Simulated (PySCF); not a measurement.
Compound: C₃H₃BrN₂.
Cartesian coordinates in Å at the PBE0-D3(BJ)/def2-SVP level; atoms count from 1:
```
atom  x, y, z in Å
Br1    2.4035    0.0615    1.3933
C2     0.8014   -0.0513    0.4508
C3     0.2155   -1.2004   -0.1257
N4    -0.9279   -0.8951   -0.7198
N5    -1.0776    0.4110   -0.5348
C6    -0.0709    0.9822    0.1642
H7     0.5905   -2.2225   -0.1221
H8    -1.8976    0.8723   -0.9076
H9    -0.0370    2.0424    0.4017
```

Method used: TDDFT B3LYP/def2-SVPD, vertical, gas phase, core orbitals frozen in the response in PySCF. Relativistic effects, spin–orbit coupling among them, are left out although an element past zinc is present.

Computed states:

```csv
state,E (eV),f
S1,5.43,0.0003
S2,5.97,0.050
S3,6.35,0.0019
S4,6.41,0.0014
S5,6.52,0.0055
S6,6.60,0.0019
S7,6.75,0.040
S8,6.85,0.0054
S9,7.15,0.0051
S10,7.25,0.0010
```

Broadening: Gaussians 0.4 eV wide at half height, area fixed by f = 4.319×10⁻⁹ ∫ε dν̃. The width is an assumption, not a result. The curve ends short of the highest state used, and states not computed would add to its high-energy end.

Task: What does the envelope look like, and where are its maxima?

Result: 
| λ (nm) | ε (L mol⁻¹ cm⁻¹) |
| --- | --- |
| 186.4 | 2910 |
| 189.4 | 1987 |
| 192.5 | 1200 |
| 195.5 | 908 |
| 198.6 | 1197 |
| 201.6 | 2007 |
| 204.7 | 2962 |
| 207.7 | 3372 |
| 210.8 | 2969 |
| 213.8 | 2071 |
| 216.9 | 1142 |
| 219.9 | 530 |
| 223.0 | 208 |
| 226.0 | 82 |
| 229.0 | 38 |
| 232.1 | 22 |
| 235.1 | 14 |
| 238.2 | 9 |
| 241.2 | 5 |
| 244.3 | 2 |
| 247.3 | 1 |
| 250.4 | 0 |
| 253.4 | 0 |
| 256.5 | 0 |

Maxima: 208 nm (5.97 eV), ε about 3400, made up of S2 (100%) (ε in L mol⁻¹ cm⁻¹; maxima over ε = 5, shares over 10%). At its high-energy end, 6.65 eV, the curve is still rising (ε about 2900, from S7).

Task: What would ε be at 5.97 eV, the highest of these maxima, with half the width (0.2 eV)?

Result: About 6710 L mol⁻¹ cm⁻¹ against 3370, a factor of about 1.99; a lone state at its own centre would give exactly 2.

Task: On this curve, what absorbance would a 10⁻³ mol/L sample give at 193 nm over a 1 cm path?

Result: 193 nm is 6.424 eV, where ε is about 1100 L mol⁻¹ cm⁻¹, so A = ε c l ≈ 1.1 (Beer–Lambert, with the gas-phase spectrum and the assumed width).

Task: Coming from long wavelengths, where does ε first pass 100 L mol⁻¹ cm⁻¹?

Result: At about 225 nm (5.50 eV), 0.07 eV above S1.

The vertical ionisation energy (ΔSCF) is 9.06 eV, 1.81 eV above S10.
